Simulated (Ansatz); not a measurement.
Basis-set extrapolation for CH3BF2, SMILES `BC(F)F` (PBE0-D4/def2-TZVP geometry, frozen core, Ansatz 0.2.0). Multiplicity 1, RHF reference.

```csv
,def2-TZVPP,def2-QZVPP
HF,-263.253984,-263.265628
MP2 correlation,-0.758269,-0.824410
CCSD(T) correlation,-0.806830,not run
```

Energies in hartree. Use E(X) = E(∞) + A·exp(−7.88·√X) for Hartree–Fock and E(X) = E(∞) + B·X^(−2.97) for correlation, with X = 3 and 4, and add CCSD(T) minus MP2 of the smaller set to the MP2 limit.

What is the CCSD(T) energy at the basis-set limit?

HF limit: -263.265628 + (-0.011644) × 0.13774 = -263.26723. MP2 limit: -0.824410 + (-0.066141) × 0.74074 = -0.87340. Higher-order term: -0.806830 − (-0.758269) = -0.04856. Total: -264.18919 hartree, 337.1 kJ/mol below CCSD(T)/def2-TZVPP.
